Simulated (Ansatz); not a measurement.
Species: sum formula Si4H9Cl, net charge 0, singlet state. SMILES: [SiH3][SiH2][SiH2][SiH2]Cl
Geometry from a B3LYP-D3(BJ)/def2-TZVP (Ansatz, a quantum-chemistry and plane-wave program) optimisation:
```xyz
14

Si    -2.2998     0.6329    -1.0620
Si    -1.2449    -1.3807    -0.4903
Si     0.0847    -1.0368     1.4106
Si     1.3501     0.8995     1.0505
Cl     2.1503     0.7802    -0.8671
H     -3.1613     0.4704    -2.2578
H     -3.1390     1.0919     0.0722
H     -1.2757     1.6671    -1.3396
H     -0.3803    -1.8353    -1.6065
H     -2.2583    -2.4328    -0.2202
H     -0.7682    -0.8261     2.6093
H      0.9903    -2.1843     1.6681
H      2.4778     1.0693     1.9934
H      0.4975     2.1084     1.0974
```

Property: vertical triplet-singlet gap (E(triplet) - E(singlet); each state is the SCF solution reached for its spin), in kcal/mol. Correlated levels leave the core frozen unless marked. UHF or UKS for open shells. No spin-orbit coupling. Non-relativistic. CBS marks a two-point X^-3 extrapolation of the correlation energy; Hartree-Fock from the larger set.

| level | program | vertical triplet-singlet gap (kcal/mol) |
|---|---|---|
| HF/aug-cc-pV(D+d)Z | Ansatz | 133.4 |
| HF/aug-cc-pV(T+d)Z | Ansatz | 130.7 |
| HF/aug-cc-pV(Q+d)Z | Ansatz | 130.4 |
| PBE/def2-TZVPD | Ansatz | 112.9 |
| r2SCAN/def2-TZVPD | Ansatz | 117.3 |
| B3LYP/def2-TZVPD | Ansatz | 122.2 |
| BHLYP/def2-TZVPD | Ansatz | 130.4 |
| CAM-B3LYP/def2-TZVPD | Ansatz | 128.1 |
| wB97M-V/def2-TZVPD | Ansatz | 130.0 |
| RI-MP2/aug-cc-pV(T+d)Z | Ansatz | 132.9 |
| RI-MP2/CBS(aug-cc-pV(T+d)Z,aug-cc-pV(Q+d)Z) | Ansatz | 133.9 |
| SCS-MP2/aug-cc-pV(D+d)Z | Ansatz | 136.7 |
| CCSD/aug-cc-pV(D+d)Z | Ansatz | 132.1 |
| CCSD(T)/aug-cc-pV(D+d)Z | Ansatz | 130.1 |
